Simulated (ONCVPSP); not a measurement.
# Plane-wave convergence, ONCV potential for Zr

* Element: Zr
* Generator: ONCVPSP 4.0.1
* Type: optimised norm-conserving Vanderbilt (ONCV)
* Functional: PBE
* Relativity: scalar-relativistic
* Frozen core: [Ar] 3d10
* Valence charge: 12
* Reference configuration: 4s2 4p6 4d2 5s1 (charge +1)
* Partial waves: 4s+5s: rc 1.85 bohr, ncon 5, nbas 8, qcut 7.1 1/bohr, 2 projectors; 4p: rc 1.80 bohr, ncon 4, nbas 8, qcut 6.5 1/bohr, 1 projector; 4d: rc 1.95 bohr, ncon 4, nbas 9, qcut 4.8 1/bohr, 3 projectors, debl 3.9 Ha
* Local potential: polynomial inside 1.15 bohr (lpopt 5, dvloc0 6 Ha)
* Core correction: none

Task: For each optimised wave give the share of its norm inside rc, the residual kinetic energy above qcut (Ha) and the cutoffs (Ha) for errors of 10, 1, 0.1 and 0.01 mHa per electron.

Result:

```tsv
wave	norm inside rc	residual KE	10 mHa	1 mHa	0.1 mHa	0.01 mHa
4s	0.925	1.5e-05	15.0	19.2	22.4	29.4
5s	0.062	6.4e-06	11.7	17.2	21.2	24.5
4p	0.824	1.2e-05	7.2	9.6	17.1	23.5
4d	0.498	2.1e-03	9.4	14.3	71.3	84.0
d projector 2	0.110	2.6e-02	13.4	37.4	94.8	107.3
d projector 3	0.092	4.0e-01	16.7	31.8	97.4	130.2
```

The occupied waves need 19 Ha and 71 Ha for 1 and 0.1 mHa.
